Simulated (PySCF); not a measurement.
Simulation results for BCl2GeH2, BCl2GeH, ClGeH3Si, B2GeH4N

Calculation on a computer-drawn molecule: optimised geometry and harmonic frequencies of an isolated molecule of the commonest isotopes, restricted reference for singlets and unrestricted otherwise, frozen core in MP2; on germanium a core potential holds 10 electrons, which the energies leave out, and 3d is frozen in MP2 and coupled-cluster steps. Program: PySCF 2.14.0.

Common to all runs: multiplicity 1; basis and core potential on germanium cc-pVDZ-PP ECP10MDF.

(1) BCl2GeH2

Start structure:
```xyz
6
BCl2GeH2
Cl    -2.3703     1.4576    -3.4810
B     -1.9840     1.0656    -1.9572
Ge    -1.5078     0.6392     0.1029
Cl    -2.1831     2.4475     0.9952
H     -0.0049     0.4971     0.1371
H     -2.3670    -0.5479     0.4669
```

Here we set charge 1, method MP2 and basis cc-pV(D+d)Z.

The calculation gives: rotational constants 4.775, 1.163, 0.9473 GHz; total energy -1238.4242 hartree; convergence status largest gradient component 2.993e-05 hartree/bohr.

Drawn bonds:
```tsv
atom	other atom	order
1	2	1
2	3	1
3	4	1
3	5	1
3	6	1
```

Optimised structure:
```xyz
6
BCl2GeH2
Cl    -2.3824     1.4950    -3.4495
B     -1.9745     1.0482    -1.9442
Ge    -1.5038     0.6286     0.0973
Cl    -2.1985     2.4637     0.9361
H      0.0078     0.4868     0.1464
H     -2.3656    -0.5632     0.4778
```

Modes:
```tsv
frequency (cm⁻¹)	reduced mass (dalton)
57.25	26.8
193.3	3.624
278.5	29.6
302.3	11.69
459.2	38.73
509.1	1.267
639.3	1.079
742.7	1.047
855.6	1.021
1244	12.41
2261	1.014
2280	1.027
```

(2) BCl2GeH

Start structure:
```xyz
5
BCl2GeH
Cl    -1.6969    -0.2357     0.5829
B     -0.3248     0.2621     1.5319
Cl    -0.3571     1.7853     2.2753
Ge     0.3416    -1.5741     0.9447
H      1.0616    -0.9522    -0.2317
```

Here we set charge 0, method HF and basis cc-pV(D+d)Z.

Results for BCl2GeH: rotational constants 3.099, 1.491, 1.017 GHz; total energy -1237.6989 hartree; convergence status largest gradient component 6.704e-06 hartree/bohr.

Drawn bonds:
```tsv
atom	other atom	order
1	2	1
2	3	1
2	4	1
4	5	1
```

Optimised structure:
```xyz
5
BCl2GeH
Cl    -2.2412     0.0592     0.6489
B     -0.6077     0.1207     1.3220
Cl    -0.1317     1.5706     2.2145
Ge     0.7124    -1.5266     1.1337
H      1.2926    -0.9385    -0.2159
```

Modes:
```tsv
frequency (cm⁻¹)	reduced mass (dalton)
90.17	24.05
195.3	37.53
252.6	1.044
308.3	3.157
370.3	26.72
690.2	1.362
893.4	11.86
907.1	12.62
2012	1.021
```

(3) BCl2GeH

Start structure:
```xyz
5
BCl2GeH
Cl    -2.2412     0.0592     0.6489
B     -0.6077     0.1207     1.3220
Cl    -0.1317     1.5706     2.2145
Ge     0.7124    -1.5266     1.1337
H      1.2926    -0.9385    -0.2159
```

It was run with charge 0, method MP2 and basis cc-pV(D+d)Z.

It finds rotational constants 3.095, 1.509, 1.025 GHz; total energy -1238.1271 hartree; convergence status largest gradient component 7.6e-06 hartree/bohr.

Drawn bonds:
```tsv
atom	other atom	order
1	2	1
2	3	1
2	4	1
4	5	1
```

Optimised structure:
```xyz
5
BCl2GeH
Cl    -2.2227     0.0470     0.6343
B     -0.6001     0.1143     1.3178
Cl    -0.1121     1.5591     2.2007
Ge     0.7077    -1.5385     1.1515
H      1.2516    -0.8966    -0.2011
```

Modes:
```tsv
frequency (cm⁻¹)	reduced mass (dalton)
64.73	23.62
189.8	35.66
266.3	1.045
283.4	2.69
365.7	26.89
616.6	1.471
876.5	12.06
918.5	12.64
1962	1.021
```

(4) ClGeH3Si

Start structure:
```xyz
6
ClGeH3Si
Cl     0.1996    -1.5975    -1.8922
Si     0.7178    -1.7774     0.0169
Ge     2.8845    -0.9174     0.1700
H      3.7732    -0.2296    -0.8788
H      2.8603     0.1615     1.2334
H      3.8352    -1.9136     0.7725
```

It was run with charge 0, method HF and basis cc-pV(D+d)Z.

The calculation gives: rotational constants 9.413, 1.626, 1.411 GHz; total energy -1043.5585 hartree; convergence status largest gradient component 1.93e-06 hartree/bohr.

Drawn bonds:
```tsv
atom	other atom	order
1	2	1
2	3	1
3	4	1
3	5	1
3	6	1
```

Optimised structure:
```xyz
6
ClGeH3Si
Cl     0.6387    -2.2341    -1.8434
Si     0.4679    -1.1307    -0.0552
Ge     2.8950    -0.7816     0.2797
H      3.4862    -0.0212    -0.9154
H      3.1742     0.0288     1.5549
H      3.6086    -2.1352     0.4012
```

Modes:
```tsv
frequency (cm⁻¹)	reduced mass (dalton)
64.68	1.112
126.7	10.64
341.3	10.77
393.6	1.059
482.1	1.819
523.9	3.018
872	1.044
954.1	1.019
962.2	1.019
2196	1.023
2200	1.024
2205	1.012
```

(5) ClGeH3Si

Start structure:
```xyz
6
ClGeH3Si
Cl     0.6387    -2.2341    -1.8434
Si     0.4679    -1.1307    -0.0552
Ge     2.8950    -0.7816     0.2797
H      3.4862    -0.0212    -0.9154
H      3.1742     0.0288     1.5549
H      3.6086    -2.1352     0.4012
```

It was run with charge 0, method MP2 and basis cc-pV(D+d)Z.

The calculation gives: rotational constants 9.267, 1.662, 1.435 GHz; total energy -1043.8723 hartree; convergence status largest gradient component 7.673e-06 hartree/bohr.

Drawn bonds:
```tsv
atom	other atom	order
1	2	1
2	3	1
3	4	1
3	5	1
3	6	1
```

Optimised structure:
```xyz
6
ClGeH3Si
Cl     0.6795    -2.2253    -1.8329
Si     0.4519    -1.1325    -0.0566
Ge     2.8771    -0.7789     0.2858
H      3.4699    -0.0285    -0.9227
H      3.2002     0.0310     1.5561
H      3.5920    -2.1398     0.3922
```

Modes:
```tsv
frequency (cm⁻¹)	reduced mass (dalton)
65.23	1.112
119.7	9.792
330.8	8.868
353	1.059
450.3	1.284
526.7	13.56
812.6	1.044
903	1.018
910.9	1.019
2154	1.013
2161	1.024
2165	1.023
```

(6) B2GeH4N

Start structure:
```xyz
8
B2GeH4N
N     -2.0333     2.3376     2.7763
B     -1.1377     2.1751     1.8442
B     -0.0957     1.9012     0.6791
Ge    -0.3017     0.4526    -0.6883
H     -2.6125     2.6676     3.4371
H      0.8736     2.5268     0.5802
H      0.0320    -0.9980    -0.6587
H     -0.9649     0.6336    -2.0979
```

Settings of this run: charge 1, method HF and basis cc-pVDZ.

It finds rotational constants 19.22, 1.672, 1.57 GHz; total energy -399.2278 hartree; convergence status largest gradient component 3.337e-05 hartree/bohr.

Drawn bonds:
```tsv
atom	other atom	order
1	2	2
2	3	1
3	4	1
1	5	1
3	6	1
4	7	1
4	8	1
```

Optimised structure:
```xyz
8
B2GeH4N
N     -2.0262     2.3415     2.6746
B     -1.1269     2.2256     1.8569
B      0.0243     1.9549     0.6714
Ge    -0.3727     0.4507    -0.7126
H     -2.7163     2.4902     3.3689
H      1.0549     2.5308     0.5284
H      0.0393    -0.9950    -0.5034
H     -1.1167     0.6978    -2.0122
```

Modes:
```tsv
frequency (cm⁻¹)	reduced mass (dalton)
81.71	5.611
174.8	1.182
303.9	2.378
360.3	5.397
398.4	1.052
495.2	2.51
603.4	1.204
681.6	1.521
717	1.257
772.3	1.644
808.1	2.383
930.8	1.093
1021	1.484
2128	7.53
2303	1.016
2322	1.026
2802	1.094
4025	1.107
```
